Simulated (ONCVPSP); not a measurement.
**Reading a pseudo-wave (iron (Fe))**

Columns: radius, all-electron u(r) and pseudo u(r) of the 3d shell (level -43.22 eV) of iron in the configuration [Ne] 3s2 3p6 3d5; Wu-Cohen, scalar-relativistic, ONCV scheme, ONCVPSP 4.0.1.

```
r (bohr)  all-electron  pseudo
   0.078        0.0426  0.0051
   0.155        0.1913  0.0376
   0.232        0.3901  0.1168
   0.310        0.5853  0.2498
   0.388        0.7456  0.4260
   0.465        0.8613  0.6202
   0.542        0.9363  0.8070
   0.620        0.9762  0.9625
   0.698        0.9870  1.0655
   0.775        0.9763  1.1095
   0.852        0.9507  1.1008
   0.930        0.9144  1.0514
   1.008        0.8714  0.9777
   1.085        0.8251  0.8965
   1.162        0.7768  0.8177
   1.240        0.7274  0.7463
   1.318        0.6783  0.6849
   1.395        0.6309  0.6323
   1.472        0.5850  0.5851
   1.550        0.5404  0.5404
   1.628        0.4979  0.4979
   1.705        0.4583  0.4583
   1.782        0.4210  0.4210
   1.860        0.3857  0.3857
   1.938        0.3529  0.3529
   2.015        0.3228  0.3228
```

How many radial nodes do the two functions have?

The all-electron 3d function has n − l − 1 = 0; the pseudo-wave has 0.

At about which radius was the pseudo-wave matched?

1.55 bohr. The columns agree to 0.0005 from 1.47 bohr on; several derivatives are matched, so the curves merge somewhat inside the radius.

Where does each function peak?

Outermost all-electron maximum near 0.70 bohr, pseudo maximum near 0.78 bohr (to the table’s step).

Is the pseudo-wave norm-conserving?

Yes: the ONCV scheme keeps the norm inside the radius equal to the all-electron one, which fixes the energy derivative of the logarithmic derivative at the level.
